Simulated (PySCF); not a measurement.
H$_{7}$Ge$_{3}$ (SMILES [GeH2][GeH2][GeH3]), doublet, geometry from GFN2-xTB. Base run: TPSS/STO-3G (PySCF).

Here is a job for PySCF.
```python
from pyscf import gto, scf, dft

mol = gto.M(
    atom='''
Ge    2.139039    0.207335   -0.263198
Ge   -0.036113   -0.839828    0.165020
Ge   -1.982754    0.579661    0.096069
H     1.842622    1.024209   -1.570021
H     2.070660    1.466181    0.671481
H    -0.304535   -2.018041   -0.772258
H    -0.067456   -1.580363    1.502613
H    -3.271043   -0.155363    0.361179
H    -2.174907    1.260594   -1.229952
H    -1.940847    1.693401    1.104449
''',
    basis='sto-3g',
    charge=0,
    spin=1,
    verbose=4,
)

mf = dft.UKS(mol)
mf.xc = 'tpss'
mf.kernel()
mf.analyze()
```

Variants of this job, named by their change:

```
change                                     ΔE vs base (µEh)  grid points  electrons on the grid
-----------------------------------------  ----------------  -----------  ---------------------
base                                                    0.0       130576              103.00000
grids.radi_method = mura_knowles                      -10.8       123920              103.00000
grids.prune = off                                       0.1       222880              103.00000
grids.level = 4                                        -5.8       200520              103.00000
small_rho_cutoff = 0                                    0.0       130576              103.00000
grids.becke_scheme = stratmann                          1.6       130576              103.00000
grids.atom_grid = (150, 974)                           -7.6       794040              103.00000
grids.atom_grid = (50, 194)                            1061        65000              102.99997
grids.level = 5                                        -9.7       298992              103.00000
grids.prune = dft.gen_grid.treutler_prune              35.9       119672              103.00000
grids.level = 2                                        40.6        76720              102.99994
```

Open shells are given as the SCF converged; they aren't shown to be the lowest states, and a large step between rows can be another state.
